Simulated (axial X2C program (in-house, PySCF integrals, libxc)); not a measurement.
# YH⁺: from Re and ωe to a spectrum

A bond curve at the CCSD(T) level, with spin–orbit coupling, was computed with an in-house relativistic program for diatomic molecules (basis Y dyall-cv3z [11s12p9d6f3g], H dyall-v3z [6s2p1d] (cores contracted in-house)) for the state Ω = 1/2 (⟨Sz⟩ = 0.50, ⟨Lz⟩ = 0.00 at HF). Its fit gives Re = 1.8699 Å, ωe = 1656.1 cm⁻¹, ωexe = 19.4 cm⁻¹ and αe = 9.374e-02 cm⁻¹; the masses are 88.9058 and 1.0078 u. Two-component means X2C with spin–orbit coupling and atomic mean-field Coulomb and Gaunt terms.

Correlated methods: 11 electrons correlated (number of frozen shells: Y 3 s, 2 p, 1 d; H none), 243 virtual spin orbitals or spinors in MP2, 90 natural virtuals in coupled cluster.

**Question.** Find the reduced mass, Be and the force constant.

**Answer.** From the CCSD(T) values: μ = 0.9965 u. Be = 16.8576/(μ Re²) = 4.838 cm⁻¹. k = 5.8918×10⁻⁷ μ ωe² = 1.61 mdyn/Å.

**Question.** Where do the fundamental and the first overtone lie?

**Answer.** ν(1←0) = ωe − 2ωexe = 1617.3 cm⁻¹; ν(2←0) = 2ωe − 6ωexe = 3195.8 cm⁻¹.

**Question.** Estimate the centrifugal constant by the Kratzer relation.

**Answer.** D = 4Be³/ωe² = 1.65e-04 cm⁻¹.

**Question.** A Morse curve ties αe to the other constants (Pekeris). How well does that hold?

**Answer.** αe(Morse) = 6Be²/ωe × (√(ωexe/Be) − 1) = 8.501e-02 cm⁻¹; the CCSD(T) curve gives 9.374e-02 cm⁻¹, a ratio of 0.91.

**Question.** Scale the constants to the deuteride (D 2.0141 u) within the Born–Oppenheimer picture.

**Answer.** ρ = √(μH/μD) = 0.7113; ωe = 1178.0, ωexe = 9.82, Be = 2.448 cm⁻¹; the zero-point energy falls by 237 cm⁻¹.

The state is a single determinant with fixed occupations, the lowest that a limited PBE0 search found. Coupled cluster ran in a truncated set of natural virtual spinors; the MP2 energy of the rest was added. (T) has no such correction and the atoms are truncated less, which lowers De at CCSD(T) by a hundredth of an eV or more. PBE0 can misorder states that lie within some tenths of an eV, so this need not be the ground state of the molecule. The nearest other 2c determinant of the search, Ω = 3/2, lies 0.42 eV up at the distance of the search.
